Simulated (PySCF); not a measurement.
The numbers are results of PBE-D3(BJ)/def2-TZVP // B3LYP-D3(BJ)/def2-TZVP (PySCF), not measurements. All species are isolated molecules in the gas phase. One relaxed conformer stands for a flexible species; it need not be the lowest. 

Reference species (SMILES): `C(=N)=[SiH]N` (neutral, multiplicity 1).

The HOMO–LUMO gap is 2.41 eV. The S1 oscillator strength is 0.003.

Changed species: `[H]/N=C\[SiH]=N\[H]` (N–C–Si–N torsion 0°).

Problem. Give the shifts of the HOMO–LUMO gap and S1 oscillator strength.

Solution. the HOMO–LUMO gap rises by 0.43 eV, to 2.84 eV; the S1 oscillator strength is nearly the same.
